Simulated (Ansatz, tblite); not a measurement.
Spin states of the cluster HfS2 (the lowest singlet isomer of a short search), each relaxed with PBE0-D4/def2-TZVP in Ansatz. Electronic energies in the gas phase.

In the def2 sets Hf takes a core potential; there is no spin–orbit coupling. The xTB rows come from tblite. HSE06 is defined as in plane-wave codes, on full-range PBE exchange. Correlated methods freeze 10 core orbitals; core or outer-core shells of Hf are correlated, in sets that lack core-valence functions. HOMO above LUMO, or a gap near zero within one spin, warns that the state may not be the lowest or that an electron is smeared out. The structure comes from a short search, and lower isomers may exist.

Singlet geometry (C2v within 0.1 Å):

Cartesian coordinates in Å:
```
Hf -0.8114 -0.2078 0.0710
S 0.8746 -1.4415 0.8009
S -0.0632 1.6493 -0.8719
```

Triplet geometry (C2v within 0.1 Å):

```xyz
3

Hf    0.435   -0.369   -0.891
S     0.214    1.674    0.039
S    -0.649   -1.305    0.852
```

Quintet geometry (C2v within 0.1 Å):

Cartesian coordinates in Å:
```
Hf -0.477 0.232 0.224
S 1.505 1.425 1.019
S -1.028 -1.657 -1.243
```

Only these spin states were relaxed. Higher spins weren't run and may lie lower.

Second-order perturbation terms are unreliable where d shells bring near-degenerate states, and here MP2/def2-TZVPP lies more than 0.4 eV from the median of the functionals without such a term.

| level | triplet − singlet (kcal/mol) | quintet − singlet (kcal/mol) | lowest of these | remarks |
| --- | --- | --- | --- | --- |
| GFN1-xTB | 51.8 | 119.0 | singlet | – |
| HF/def2-TZVPP | 10.8 | 21.6 | singlet | spin-contaminated (⟨S²⟩ 2.13) (triplet) |
| PBE0-D4/def2-TZVP | 20.9 | 81.5 | singlet | – |
| HSE06-D4/def2-TZVP | 20.9 | 82.0 | singlet | – |
| MP2/def2-TZVPP | 32.6 | 97.3 | singlet | spin-contaminated (⟨S²⟩ 2.13) (triplet) |
| CCSD/def2-TZVPP | 22.2 | 72.9 | singlet | spin-contaminated (⟨S²⟩ 2.13) (triplet) |

**Question.** Estimate the rows for GFN2-xTB, LDA (SPW92)/def2-TZVP, PBE-D4/def2-TZVP, r2SCAN-D4/def2-TZVP, B97M-V/def2-TZVP, CCSD(T)/def2-TZVPP.

**Answer.** 
```tsv
level	triplet − singlet (kcal/mol)	quintet − singlet (kcal/mol)	lowest of these	remarks
GFN2-xTB	35.0	76.6	singlet	–
LDA (SPW92)/def2-TZVP	21.5	100.9	singlet	gap within one spin near zero (quintet)
PBE-D4/def2-TZVP	19.6	89.9	singlet	–
r2SCAN-D4/def2-TZVP	19.3	80.9	singlet	–
B97M-V/def2-TZVP	22.8	84.3	singlet	–
CCSD(T)/def2-TZVPP	23.8	84.0	singlet	spin-contaminated (⟨S²⟩ 2.13) (triplet)
```

The xTB methods have no spin-polarisation term.

**Question.** How do the metal–ligand distances follow the spin state?

**Answer.** 
```json
{"state": "singlet", "donor atoms": "2", "mean metal–ligand distance (Å)": "2.213", "range (Å)": "2.21–2.21", "Mulliken spin on the metal (PBE0)": "0"}
{"state": "triplet", "donor atoms": "2", "mean metal–ligand distance (Å)": "2.256", "range (Å)": "2.26–2.26", "Mulliken spin on the metal (PBE0)": "0.95"}
{"state": "quintet", "donor atoms": "2", "mean metal–ligand distance (Å)": "2.450", "range (Å)": "2.45–2.45", "Mulliken spin on the metal (PBE0)": "2.11"}
```

⟨S²⟩ at PBE0-D4/def2-TZVP: singlet 0.00 (pure 0.00), triplet 2.02 (pure 2.00), quintet 6.01 (pure 6.00).
